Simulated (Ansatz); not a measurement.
Molecule: sum formula ZnO$_{2}$H$_{2}$, net charge 0, triplet state. The spin state was set by rule; other spins were not relaxed. SMILES of the parent species: [OH][Zn][OH]
Geometry from a B3LYP-D3(BJ)/def2-TZVP (Ansatz, a quantum-chemistry and plane-wave program) optimisation:
```
O
H 1 0.9685
Zn 1 1.9921 2 115.46
O 3 1.9921 1 72.00 2 73.83
H 4 0.9685 3 115.46 1 -73.83
```
Charge 0, spin multiplicity 3.

Wanted: atomisation energy (electronic, to ground-state atoms), in kJ/mol. Cores are frozen in the correlated levels unless marked. Open shells are spin-unrestricted. Spin-orbit coupling is left out. The frozen core is the preceding noble-gas configuration, with the filled d and f shells of earlier blocks. Non-relativistic.  The program attaches cautions to a run behind CCSD/6-31G*: other roots. The program attaches cautions to a run behind CCSD(T)/def2-TZVPP: other roots.

```
level                               program  atomisation energy (kJ/mol)
---------------------------  --------------  ---------------------------
PBE0-D4/def2-TZVPD           Ansatz + dftd4                       1130.5
r2SCANh/def2-TZVPD                   Ansatz                       1159.8
r2SCAN0/def2-TZVPD                   Ansatz                       1116.2
HSE06/def2-TZVPD                     Ansatz                       1128.5
LC-wPBE-D4/def2-TZVPD        Ansatz + dftd4                       1148.1
LC-wPBE/def2-TZVPD                   Ansatz                       1141.6
B2GP-PLYP-D3(BJ)/def2-TZVPD  Ansatz + dftd3                       1112.7
CCSD/6-31G*                          Ansatz                        988.9
CCSD(T)/def2-TZVPP                   Ansatz                       1088.4
```

The Hartree-Fock reference is unstable (checked in the largest basis), which strains HF and MP2.
